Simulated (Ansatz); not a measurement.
Program: Ansatz. Geometries: PBE0-D4/def2-TZVP. ΔE: electronic, gas phase. CCSD(T)/CBS adds triple-zeta CCSD(T) − MP2 to the extrapolated MP2 energy (def2 sets, frozen cores). This one scheme is used for every species. DFT in def2-TZVPP. B3LYP here is the variant with VWN-RPA as its local correlation; programs differ in this. For Ga outer-core shells are correlated without core-valence functions, which leaves a few kJ/mol of doubt a bond. Scalar relativity is left out up to krypton. Each species was taken in one conformer, which may not be the lowest.

Reaction (formal exchange of groups at a Ga–O bond): `[OH][Ga]([OH])[SH]` + `F[SiH3]` → `[OH][Ga]([SH])[SiH2]F` + H₂O

`[OH][Ga]([OH])[SH]`:

Cartesian coordinates in Å:
```
O 0.692 -1.496 -0.871
Ga 0.026 -0.062 -0.055
O 0.253 0.033 1.703
S -1.032 1.550 -1.082
H 0.554 -1.521 -1.820
H 0.729 -0.724 2.056
H -1.221 2.219 0.069
```

`F[SiH3]`:

Cartesian coordinates in Å:
```
F 0.278 0.474 1.459
Si -0.007 -0.012 -0.038
H 1.202 -0.705 -0.541
H -0.308 1.179 -0.866
H -1.165 -0.936 -0.015
```

`[OH][Ga]([SH])[SiH2]F`:

Cartesian coordinates in Å:
```
O 0.185 -0.624 2.017
Ga 0.038 0.271 0.480
S 0.075 2.484 0.548
Si -0.161 -0.925 -1.599
F -0.613 -2.440 -1.332
H 0.259 -0.078 2.803
H 0.256 2.554 1.878
H -1.178 -0.291 -2.478
H 1.140 -0.951 -2.318
```

H₂O:

Cartesian coordinates in Å:
```
O 0.161 -0.026 0.354
H -0.469 -0.629 -0.049
H 0.308 0.656 -0.305
```

```
             level  ΔE (kJ/mol)  difference from CCSD(T)/CBS
         r2SCAN-D4         43.5                         -1.4
          B3LYP-D4         40.3                         -4.6
           ωB97X-V         48.7                          3.8
            B2PLYP         52.6                          7.7
               PBE         30.2                        -14.7
              PBE0         35.2                         -9.7
             B3LYP         45.8                          0.9
     HF/def2-TZVPP         67.6                         22.7
SCS-MP2/def2-TZVPP         61.9                         17.0
   CCSD/def2-TZVPP         53.4                          8.5
CCSD(T)/def2-TZVPP         51.8                          6.9
     HF/def2-QZVPP         68.3                         23.4
SCS-MP2/def2-QZVPP         58.7                         13.8
      HF/CBS(def2)         68.4                         23.5
     MP2/CBS(def2)         51.3                          6.4
    CCSD/CBS(def2)         46.5                          1.6
       CCSD(T)/CBS         44.9                            0
```

Largest T1 diagnostic among the species: 0.014.

From PBE to PBE0 (25 % exact exchange), in def2-TZVPP and without D4, ΔE moves by +5.0 kJ/mol. The D4 term adds −5.5 kJ/mol with B3LYP and −3.3 kJ/mol with PBE0; it sums over pairs of atoms, weighted by their polarisabilities, and B3LYP, whose exchange is more repulsive, gets the larger term. In def2-TZVPP, CCSD(T) changes the Hartree–Fock value by −15.8 kJ/mol (the triples alone add −1.6 kJ/mol) and MP2 by −9.4 kJ/mol.
